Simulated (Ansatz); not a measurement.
GeF2 (SMILES [F][Ge][F]): the vertical ionisation energy, rung by rung

The species is GeF2 (3 atoms), meant as a singlet with charge 0. SMILES: `[F][Ge][F]`. The shape comes from GFN2-xTB, which is rough for such elements, and wasn't checked as a minimum.

```xyz
3

Ge    0.0045   -0.0079   -0.8123
F     1.3208   -0.0187    0.4151
F    -1.3253    0.0267    0.3972
```

Each level gives the vertical ionisation energy (to the doublet cation) (eV). The values are calculated.

| level | kind | program | value (eV) | less FCI/STO-3G |
| --- | --- | --- | --- | --- |
| revPBE/STO-3G | GGA | Ansatz | 6.80 | +0.69 |
| CAM-B3LYP/STO-3G | range-separated hybrid | Ansatz | 7.36 | +1.25 |
| wB97M-V/STO-3G | range-separated hybrid | Ansatz | 7.26 | +1.15 |
| RPA@PBE/STO-3G | RPA | Ansatz | 5.82 | -0.29 |
| MP2/STO-3G | perturbation theory | Ansatz | 6.71 | +0.60 |
| BCCD(T)/STO-3G | coupled cluster or CI | Ansatz | 6.18 | +0.07 |
| CCSDT(Q)/STO-3G | coupled cluster or CI | Ansatz | 6.08 | -0.03 |
| FCI/STO-3G | exact in the basis | Ansatz | 6.11 | 0.00 |

FCI/STO-3G is exact within its basis and frozen core, so for wave-function methods in that basis the difference is their error; functionals converge differently with the basis, so for them it is only a difference. All-electron rows without a relativistic Hamiltonian named are non-relativistic. The values span 5.82 to 7.36 eV. Spin contamination of the reference (⟨S²⟩ at least 0.1 too high) touches MP2/STO-3G, BCCD(T)/STO-3G, CCSDT(Q)/STO-3G. All rows use very small basis sets, so none should be taken for the real molecule's value. In the correlated wave-function rows the outer d shell of Ge is correlated, in sets not made for it.
